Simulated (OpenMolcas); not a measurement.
**Cu2+, Ag2+, Au2+: d⁹ down the group**

| Property | Result |
| --- | --- |
| Program | OpenMolcas |
| Method | CASSCF |
| Basis | ANO-RCC-VQZP |
| Scalar Hamiltonian | DKH2, point nucleus |
| Spin-orbit coupling | state interaction with AMFI integrals over the reference wave functions, term energies averaged over their components |

Active space for each ion: 9 electrons in 10 orbitals (d d).

Computed levels in cm-1 above ²D_5/2:

| Level | Cu2+ | Ag2+ | Au2+ |
| --- | --- | --- | --- |
| ²D_3/2 | 2101 | 4596 | 13209 |
| weight of ²D in the lowest level (%) | 100 | 100 | 100 |

Measured, with the error of the calculation in %. Measured levels: Cu2+ from Sugar and Musgrove, J. Phys. Chem. Ref. Data 19, 527 (1990); Ag2+ from Moore, Atomic Energy Levels, vol. III, NSRDS-NBS 35 (1971 reprint of NBS Circular 467, 1958); Au2+ from Iglesias, J. Res. Natl. Bur. Stand. 64A, 481 (1960).

```json
{"Level": "²D_3/2", "Cu2+": "2072 (+1.4)", "Ag2+": "4607 (-0.2)", "Au2+": "12694 (+4.1)"}
```

The fine-structure level ²D_3/2 changes by a factor of 6.29 from Cu2+ to Au2+.

Without dynamic correlation excited terms often stand tens of per cent too high (terms of higher spin than the ground term too low), and those without a measured partner can miss by more than the paired ones. Active for correlation alone: 4d; no level in the range computed is led by a configuration that fills it, so any true level of that kind is missing (holds for Cu2+). Active for correlation alone: 5d; no level in the range computed is led by a configuration that fills it, so any true level of that kind is missing (holds for Ag2+). Active for correlation alone: 6d; no level in the range computed is led by a configuration that fills it, so any true level of that kind is missing (holds for Au2+). Measured partners are found by configuration, term and J. A level has none where our copy of the source lacks it or the pairing is in doubt (some pairs that miss far off the trend of their configuration count as doubtful), and it then counts in no deviation. Only configurations of the active space appear.
